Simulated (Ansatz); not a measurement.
`[SiH3][CH]1[NH][GeH2]1` + `[OH][Sc]([F])[Cl]` → `[F][Sc]([Cl])[O][SiH3]` + `[CH2]1[NH][GeH2]1`  (ligand exchange at the Si–C bond)

Computed with Ansatz on PBE0-D4/def2-TZVP structures; ΔE is electronic, products minus reactants. CBS: MP2 limit from def2 TZ/QZ plus the TZ coupled-cluster correction, frozen cores. Functionals use def2-TZVPP. For Ge, Sc outer-core shells are correlated without core-valence functions, which leaves a few kJ/mol of doubt a bond. Scalar relativity is left out up to krypton. Each species was taken in one conformer, which may not be the lowest.

CCSD(T)/CBS gives -104.1 kJ/mol.

(1) Another level gave -110.8 kJ/mol. Which?
A. PBE-D4/def2-TZVPP
B. CAM-B3LYP/def2-TZVPP
C. HF/def2-TZVPP
D. CCSD(T)/def2-TZVPP

Largest T1 diagnostic among the species: 0.016.

Results:

(1) B. CAM-B3LYP -110.8, CCSD(T)/def2-TZVPP -104.4, PBE-D4 -91.5, HF/def2-TZVPP -127.3 kJ/mol.

From PBE to PBE0 (25 % exact exchange), in def2-TZVPP and without D4, ΔE moves by −4.4 kJ/mol. Leaving LDA and LC-ωPBE aside and taking each functional with its dispersion term where it has one, the values, not all of them listed here, spread over 21.2 kJ/mol, from BHLYP-D4 to revPBE-D4. LDA lies +6.0 kJ/mol from PBE without D4. The D4 term adds +5.6 kJ/mol with B3LYP and +2.9 kJ/mol with PBE0; it sums over pairs of atoms, weighted by their polarisabilities, and B3LYP, whose exchange is more repulsive, gets the larger term.

B3LYP here is the variant with VWN-RPA as its local correlation; programs differ in this.
